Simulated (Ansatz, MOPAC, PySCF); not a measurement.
Ligands exchanged one at a time, Ge SH-H. Gas-phase values, no solvent. One relaxed conformer stands for each flexible species; it need not be the lowest. Strings in code marks are SMILES.

Quantity: vertical ionisation energy (energy after one electron is removed minus that of the parent at the parent's geometry), in eV.

Level 1: B3LYP/6-31G* // r2SCAN-D4/def2-TZVP (PySCF)
Level 2: minus the HOMO energy of PM6 // r2SCAN-D4/def2-TZVP (MOPAC)
Level 3: minus the HOMO energy of SVWN5/6-31G* // r2SCAN-D4/def2-TZVP (PySCF)
Level 4: HF/cc-pVTZ // r2SCAN-D4/def2-TZVP (Ansatz, a quantum-chemistry and plane-wave program)

```
species                                                          level 2  level 3  level 4
---------------------------------------------------------------  -------  -------  -------
`[SH][GeH2][SH]` (H–S–Ge–S torsion -145°, S–Ge–S–H torsion 59°)     9.37     6.12     8.74
`[GeH4]`                                                           12.16     8.31    11.64
`[SH][GeH3]`                                                        9.26     5.98     8.65
```

Problem. What does level 1 give for each, and how far do the other levels lie from it on average?

Solution. 
- `[SH][GeH2][SH]` (H–S–Ge–S torsion -145°, S–Ge–S–H torsion 59°): 9.24
- `[GeH4]`: 12.22
- `[SH][GeH3]`: 9.57
Mean absolute difference from level 1, which has limits of its own, over these rows (drawn at random from the members that have all these levels): level 2 0.162 eV, level 3 3.54 eV, level 4 0.66 eV.
